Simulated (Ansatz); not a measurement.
Consider the redistribution: `C[N](C)[Mg][F]` + `SC[SiH2]S` → `C[N](C)[Mg][SH]` + `FC[SiH2]S`.

Isolated molecules relaxed with PBE0-D4/def2-TZVP in Ansatz; ΔE leaves out vibrations. CCSD(T)/CBS adds triple-zeta CCSD(T) − MP2 to the extrapolated MP2 energy (def2 sets, frozen cores). Functionals use def2-TZVPP. HSE06 is defined as in plane-wave codes. For Mg outer-core shells are correlated without core-valence functions, which leaves a few kJ/mol of doubt a bond. Each species was taken in one conformer, which may not be the lowest.

`C[N](C)[Mg][F]`:

```xyz
11

C    -0.437   -0.893    0.878
N    -0.086    0.204    0.014
C     0.893   -0.208   -0.958
Mg   -0.806    1.944    0.141
F    -1.475    3.561    0.258
H     0.433   -1.283    1.432
H    -0.861   -1.745    0.320
H    -1.183   -0.598    1.624
H     1.824   -0.567   -0.487
H     1.172    0.615   -1.626
H     0.527   -1.029   -1.597
```

`SC[SiH2]S`:

Cartesian coordinates in Å:
```
S 0.931 -0.046 1.840
C -0.436 -0.699 0.847
Si -0.228 -0.294 -0.974
S 0.004 1.805 -1.318
H 0.731 1.249 1.538
H -1.396 -0.365 1.246
H -0.391 -1.785 0.968
H 0.951 -1.027 -1.495
H -1.455 -0.664 -1.728
H 1.289 1.826 -0.924
```

`C[N](C)[Mg][SH]`:

Cartesian coordinates in Å:
```
C -0.473 -0.011 1.490
N -0.071 -0.176 0.118
C 0.529 -1.469 -0.084
Mg -0.300 1.124 -1.233
S -0.610 2.686 -2.877
H 0.378 -0.092 2.189
H -1.209 -0.770 1.805
H -0.933 0.969 1.661
H 1.426 -1.617 0.543
H 0.841 -1.612 -1.124
H -0.162 -2.294 0.160
H 0.585 3.260 -2.649
```

`FC[SiH2]S`:

Cartesian coordinates in Å:
```
F -0.028 -0.425 1.840
C 0.795 0.115 0.854
Si -0.228 0.451 -0.702
S -1.071 -1.358 -1.451
H 1.602 -0.597 0.654
H 1.239 1.036 1.249
H 0.664 0.963 -1.772
H -1.274 1.454 -0.378
H -1.698 -1.640 -0.295
```

(1) Is it downhill or uphill in electronic energy at CCSD(T)/CBS, and by how much? (An estimate is asked.)

(2) What do these levels give: B97M-V, r2SCAN0-D4, HSE06-D4, ωB97M-V, revPBE, BLYP, RPA@PBE/def2-TZVPP, CCSD(T)/def2-SVP, HF/def2-TZVPP, MP2/def2-TZVPP, CCSD(T)/def2-TZVPP, MP2/CBS(def2)? (Best estimate.)

Largest T1 diagnostic among the species: 0.011.

Answers

(1) The calculation gave: Uphill: ΔE = +25.6 kcal/mol.

(2) The calculation gave: B97M-V 22.5, r2SCAN0-D4 23.3, HSE06-D4 23.0, ωB97M-V 23.7, revPBE 21.6, BLYP 21.6, RPA@PBE/def2-TZVPP 22.4, CCSD(T)/def2-SVP 24.6, HF/def2-TZVPP 18.5, MP2/def2-TZVPP 27.6, CCSD(T)/def2-TZVPP 24.0, MP2/CBS(def2) 29.1 kcal/mol.

The D4 term adds +2.0 kcal/mol with B3LYP and +1.0 kcal/mol with PBE0; it sums over pairs of atoms, weighted by their polarisabilities, and B3LYP, whose exchange is more repulsive, gets the larger term. In def2-TZVPP, CCSD(T) changes the Hartree–Fock value by +5.5 kcal/mol (the triples alone add +0.5 kcal/mol) and MP2 by +9.1 kcal/mol. At CCSD(T), def2-SVP lies −1.0 kcal/mol from the extrapolated value and def2-TZVPP −1.5 kcal/mol.

B3LYP here is the variant with VWN-RPA as its local correlation; programs differ in this.
